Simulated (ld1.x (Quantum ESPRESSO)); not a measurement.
# Pseudopotential generation for H (Z = 1): PAW, PBE, non-relativistic.

- Element: H (Z = 1)
- Generator: ld1.x (Quantum ESPRESSO) 7.5
- Type: PAW
- Functional: PBE
- Relativity: non-relativistic
- Frozen core: none
- Valence charge: 1
- Reference configuration: 1s1
- Partial waves: 1s (bound): rcut 1.10, rcutus 1.50 bohr; 1s channel at 2.1 Ry: rcut 1.10, rcutus 1.50 bohr; 2p channel at 0.1 Ry: rcut 1.45, rcutus 1.55 bohr; 2p channel at 1.8 Ry: rcut 1.45, rcutus 1.55 bohr
- Local potential: all-electron potential smoothed inside 1.45 bohr (lloc = -1)
- Core correction: none
- Augmentation charge: BESSEL, radius 1.25 bohr

* Cutoffs needed: 10 Ry and 18 Ry (the cutoffs (Ry, on a coarse ladder) from which the occupation-weighted sum of valence levels, in a spherical-Bessel basis at the reference potential, stays within 10 and 1 mRy of its value at 400 Ry)
* Ghost test: no extra level below or beside the all-electron valence levels (s, p, d, f tested) (spherical-Bessel basis up to 400 Ry, 20 bohr box)
* Lowest eigenvalue of the overlap operator: 0.87 (s channel)
